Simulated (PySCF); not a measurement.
Ionisation energy of Ge by level of theory

Ge [Ar] 3d10 4s2 4p2 (3P) → Ge⁺ [Ar] 3d10 4s2 4p1 (2P), as a difference of total energies. All numbers are calculated (PySCF 2.14, the spin-free X2C one-electron Hamiltonian (Gaussian nucleus), in cc-pVDZ-DK (5s4p2d, 27 functions)). Correlated levels: valence: [Ar] 3d10 frozen. The calculations carry no spin-orbit coupling.

| method | ionisation energy (eV) |
| --- | --- |
| UHF | 7.403 |
| M06-L | 7.652 |
| PBE0 | 7.917 |
| MP2 (valence) | 7.645 |
| SCS-MP2 (valence) | 7.582 |
| CCSD (valence) | 7.665 |
| CCSD(T) (valence) | 7.672 |

Errors of the correlated levels include the incompleteness of this basis and the frozen core.

**Question.** Which method comes closest to the reference value, and which is furthest?

**Answer.** The reference is 7.925 eV (measured; NIST levels, between the centres of gravity of the two terms). Closest: PBE0 (error -0.008 eV); furthest: UHF (error -0.522 eV).
